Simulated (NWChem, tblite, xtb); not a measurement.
# B2H2ClOF (SMILES BOB(F)Cl): the dipole moment, rung by rung

B2H2ClOF has 7 atoms, charge 0, and is taken as a singlet. SMILES: `BOB(F)Cl`. The coordinates come from a GFN2-xTB relaxation. This is one conformer, not always the lowest.

```xyz
7

B    -0.1802    0.5472    1.2453
O    -0.0334   -0.0366    0.0795
B     0.1297   -0.5700   -1.0905
F    -0.1964   -1.8499   -1.2890
Cl    0.7671    0.3159   -2.4417
H     0.7145    0.5212    2.0058
H    -1.2012    1.0722    1.4907
```

Quantity: the dipole moment, in D. The values are calculated.

```tsv
level	kind	program	value (D)
GFN2-xTB	semi-empirical	tblite	2.21
GFN1-xTB	semi-empirical	tblite	1.72
GFN0-xTB	semi-empirical	xtb	1.65
IPEA1-xTB	semi-empirical	tblite	1.67
HF/STO-3G	Hartree–Fock	NWChem	1.82
HF/3-21G	Hartree–Fock	NWChem	1.92
B3LYP/6-31G* (spherical functions)	global hybrid	NWChem	1.15
B3LYP/6-31G* (Cartesian functions)	global hybrid	NWChem	1.15
B3LYP/6-311+G**	global hybrid	NWChem	1.34
```

The values span 1.15 to 2.21 D. Magnitudes only. Sets without polarisation functions give poor dipoles.
